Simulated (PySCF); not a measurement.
**Diatomics of Nb with the chalcogens**

r²SCAN with triple-zeta basis sets in PySCF, for the lowest determinant that a PBE0 search found; no spin–orbit coupling. De refers to high-spin ground-configuration atoms. A positive dipole means M(−)Nb(+).

| M | basis | state (unpaired electrons) | Re (Å) | ωe (cm⁻¹) | De (eV) | μ (D) |
| --- | --- | --- | --- | --- | --- | --- |
| O | def2-TZVPP | quartet (σ ↑, δ ↑↑) | 1.684 | 1011 | 7.68 | 3.65 |
| S | def2-TZVPP | quartet (σ ↑, δ ↑↑) | 2.134 | 544 | 5.48 | 4.62 |
| Se | def2-TZVPP | quartet (σ ↑, δ ↑↑) | 2.273 | 370 | 4.82 | 4.75 |

The shortest bond is that of NbO (1.684 Å), the longest that of NbSe (2.273 Å). NbO is bound most strongly (7.68 eV) and NbSe least (4.82 eV).

Down a group the atoms grow and get heavier, so bonds lengthen and wavenumbers fall; this series shows no clear exception.

The metal atom is held in its measured ground configuration; semilocal functionals can put another filling of s and d lower by some tenths of an eV, and De to that atom would be smaller. These are scalar-relativistic numbers at best; spin–orbit coupling would shift them, the dissociation energy most. With d or f electrons several states lie close, and the lowest PBE0 determinant need not be the measured ground state.
